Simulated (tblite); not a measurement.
C₂H₁₂BN₂Si₂ (doublet state).
Bonds: C1–B2, B2–N3, N3–Si4, N3–Si5, Si5–N6, N6–C7. Hydrogens: H8, H9, H10 on C1; H11 on B2; H12, H13 on Si4; H14, H15 on Si5; H16 on N6; H17, H18, H19 on C7.

Computed with GFN2-xTB (tblite), gas phase: L-BFGS steps from a force-field or distance-geometry start until the largest atomic force falls under 0.01 eV/Å.

Geometry at step 49:
```
atom  x, y, z in Å
C1     -2.3643   -1.5217    0.3591
B2     -1.7894   -0.0890    0.6866
N3     -0.9118    0.6150   -0.1754
Si4    -1.0585    2.3466   -0.3498
Si5     0.4505   -0.1342   -0.9854
N6      1.7182    0.1276    0.1447
C7      3.0628   -0.3781    0.0626
H8     -2.2762   -1.8072   -0.6850
H9     -1.9017   -2.3003    0.9608
H10    -3.4188   -1.5356    0.6250
H11    -2.1549    0.4399    1.6791
H12     0.1512    3.0303    0.1425
H13    -2.3355    2.8008    0.2091
H14     0.5344    0.5534   -2.2841
H15     0.3478   -1.5759   -1.1925
H16     1.6916    0.9928    0.6621
H17     3.7082    0.2532   -0.5550
H18     3.0437   -1.3717   -0.3756
H19     3.4926   -0.4366    1.0640
```

Problem. What forces act on the atoms?

Solution. 
```
atom  Fx (eV/Å)  Fy (eV/Å)  Fz (eV/Å)
  C1     -0.013     -0.001      0.048
  B2      0.028      0.044      0.023
  N3     -0.016      0.053      0.029
 Si4      0.046     -0.051      0.054
 Si5     -0.098      0.035      0.055
  N6     -0.046     -0.019     -0.009
  C7     -0.007     -0.006     -0.037
  H8      0.068     -0.014     -0.021
  H9      0.102     -0.015      0.009
 H10     -0.111     -0.068     -0.044
 H11     -0.055      0.076     -0.104
 H12     -0.178     -0.025      0.011
 H13      0.186     -0.004     -0.013
 H14      0.055      0.022     -0.039
 H15     -0.016      0.010      0.095
 H16     -0.061      0.026      0.019
 H17      0.073      0.043     -0.057
 H18     -0.011     -0.048     -0.014
 H19      0.052     -0.057     -0.005
```

The largest, 0.19 eV/Å, acts on H13; the rms over all components is 0.058 eV/Å. The forces sum to zero within rounding, as they must for an isolated molecule in no field.

Problem. Give the force on H13 in Eh/bohr and in nN.

Solution. 0.186 eV/Å ÷ 51.422 = 0.00363 Eh/bohr, and 0.186 eV/Å × 1.602 = 0.30 nN.

Problem. How far is this geometry from the end of the optimisation?

Solution. 0.197 eV above it, and 0.552 Å rms away after alignment. The bonds farthest from their final lengths, with half the difference of the two atoms' forces along the bond (positive lengthens):

| bond | now (Å) | final (Å) | force along bond (eV/Å) |
| --- | --- | --- | --- |
| B2–N3 | 1.417 | 1.404 | -0.01 |
| Si4–H12 | 1.474 | 1.467 | -0.09 |
| N3–Si4 | 1.747 | 1.752 | -0.06 |
| Si4–H13 | 1.466 | 1.461 | -0.07 |
| Si5–H14 | 1.472 | 1.476 | +0.04 |
| C1–H8 | 1.086 | 1.090 | +0.04 |

The angle farthest from its final value is Si5–N6–C7, 126.8° against 121.9°.

The cost below is that of the whole relaxation. Hardware: an Arm Neoverse V2 with one thread, shared host. Cost: 1.2 s of wall time.
